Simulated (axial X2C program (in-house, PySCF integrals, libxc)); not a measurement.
# Curves of TmBr⁺ from open-shell CI on f13 s0

Computed with an in-house all-electron X2C program for linear molecules (integrals from PySCF): two-component X2C with atomic mean-field Coulomb and Gaunt terms, basis Tm dyall-v3z, Br dyall-v3z (cores contracted in-house). Orbitals come from Hartree–Fock averaged over the configuration Tm f13 s0; CI then distributes these electrons over the f, s shells of Tm.

Scan along the bond; masses Tm 168.934 u, Br 78.918 u. Energies in cm⁻¹ from the lowest point; levels are followed by energy order within each Ω. Lowest level at 2.614 Å: 100% f13.

```tsv
R (Å)	(1)Ω=1/2	(1)Ω=3/2	(1)Ω=5/2	(1)Ω=7/2	(2)Ω=1/2
2.431	1808	1885	2076	2371	10421
2.523	391	492	711	1042	9010
2.614	0	114	349	699	8623
2.719	450	571	813	1170	9075
2.823	1564	1687	1928	2283	10189
2.941	3362	3483	3718	4062	11986
3.085	6023	6138	6361	6684	14645
```

Q: Fit the curves (1)Ω=1/2, (1)Ω=3/2, (1)Ω=5/2, (1)Ω=7/2, (2)Ω=1/2 near their minima.

A: From the open-shell CI curves, Te from the lowest:

| level | Te (cm⁻¹) | Re (Å) | ωe (cm⁻¹) |
| --- | --- | --- | --- |
| (1)Ω=1/2 | 0 | 2.612 | 236.0 |
| (1)Ω=3/2 | 114 | 2.611 | 235.4 |
| (1)Ω=5/2 | 348 | 2.609 | 234.6 |
| (1)Ω=7/2 | 697 | 2.608 | 233.3 |
| (2)Ω=1/2 | 8623 | 2.612 | 235.8 |

Without dynamic correlation distances can be off by several hundredths of an Å (long for ionic bonds, short for multiple bonds) and the wavenumbers are rough.

The 5 lowest curves are shown; the next is (2)Ω=3/2, from 8828 cm⁻¹.

There is no dynamic correlation: spin–orbit spacings and, for f shells, spacings inside one term are the most reliable numbers, splittings between terms come out too wide, and energies between configurations are not reliable, so the lowest level need not be the ground state of the molecule. At most 4 roots were kept for each Ω > 0 (twice that for Ω = 0) within 2.2 eV of the lowest, so higher up levels can be missing between those listed; levels with Ω > 0 are doubly degenerate and listed once, Ω = 0 levels singly. States that fill the shells left empty in the average are placed too high.
